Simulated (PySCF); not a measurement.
Structure problem from calculated spectra and properties.

Elements present: C, H and O. Monoisotopic mass: 114.0681 u.

| Item | Value |
| --- | --- |
| UV, strongest line | among the 6 lowest singlet transitions: S2 at 7.62 eV (163 nm, f = 0.043) [TDDFT PBE0/def2-SVPD] |
| Rotational structure | rotational constants A, B, C: 3.276, 1.681, 1.184 GHz [GFN2-xTB] |
| 13C NMR | chemical shifts (computed TMS as zero) by class: 176.2 (1 C), 65.9 (1 C), 63.4 (1 C), 35.0 (1 C), 23.6 (1 C), 22.0 (1 C) ppm [GIAO PBE0/pcSseg-1] |
| 1H NMR | chemical shifts (computed TMS as zero) by class: 4.32 (1 H), 3.97 (1 H), 2.98 (1 H), 1.78 (1 H), 1.27 (3 H), 0.90 (3 H) ppm [GIAO PBE0/pcSseg-1] |
| Polarisability | 75.1 au [PBE0/def2-SVPD] |
| Dipole | 4.30 D [PBE0/def2-SVPD] |

Gas-phase values; electronic properties from PySCF, density fitting. Levels stand in brackets. NMR shifts are as computed; neighbouring signals can stand in another order in a measured spectrum. Isolated species at its GFN2-xTB geometry (one conformer only). Each NMR value is the plain mean over a class of atoms that symmetry, rotation or inversion makes alike.

Q: Which formula fits the mass and the elements?

A: C6H10O2 (calculated 114.0681). No other formula that holds each of these elements comes within 0.0003 u with a fitting electron parity and a possible valence count.

Q: Give a SMILES that accounts for the data.

A: Numbering: `[CH3:1][CH:2]([CH3:3])[C@@H:4]1[CH2:5][O:6][C:7]1=[O:8]`. Its formula, C6H10O2, gives 2 degrees of unsaturation: 1 ring and 1 π bond in the structure found. 6 carbons fall into 6 classes; from least to most shielded: ester carbonyl carbon [C7] (176.2 ppm), ring sp3 carbon bound to oxygen [C5] (65.9 ppm), sp3 carbon next to a carbonyl [C4] (63.4 ppm), sp3 CH carbon [C2] (35.0 ppm), methyl carbon [C3] (23.6 ppm), methyl carbon [C1] (22.0 ppm). Hydrogen classes from least to most shielded: 1 H on an sp3 carbon bound to oxygen, C5 (4.32 ppm), 1 H on an sp3 carbon bound to oxygen, C5 (3.97 ppm), 1 H on an sp3 carbon next to a carbonyl, C4 (2.98 ppm), 1 H on an sp3 CH carbon, C2 (1.78 ppm), 3 H on a methyl carbon, C1 (1.27 ppm, a mean of values up to 1.6 ppm apart in this geometry), 3 H on a methyl carbon, C3 (0.90 ppm, a mean of values up to 0.6 ppm apart in this geometry). The optimised geometry has point group C1 and is an asymmetric top. Structure: `CC(C)[C@@H]1COC1=O` (alpha-isopropyl-beta-propiolactone). Computed isomers that give other values at the same levels: `CCC[C@H]1COC1=O` (13C chemical shifts (computed TMS as zero) by class: 175.6 (1 C), 66.7 (1 C), 58.1 (1 C), 36.4 (1 C), 26.3 (1 C), 16.8 (1 C) ppm); `C/C=C/COC(C)=O` (rotational constant A: 3.676 GHz; this holds for the one conformer computed); `C#CCCOCOC` (13C chemical shifts (computed TMS as zero) by class: 100.5 (1 C), 89.0 (1 C), 74.8 (1 C), 71.9 (1 C), 56.3 (1 C), 22.6 (1 C) ppm). The assignments are read from this structure; whether some other isomer fits the data as well wasn't checked. The mirror image fits equally.

Conformer computed: `[CH3:1][CH:2]([CH3:3])[C@@H:4]1[CH2:5][O:6][C:7]1=[O:8]`: C1–C2–C4–C5 166°.
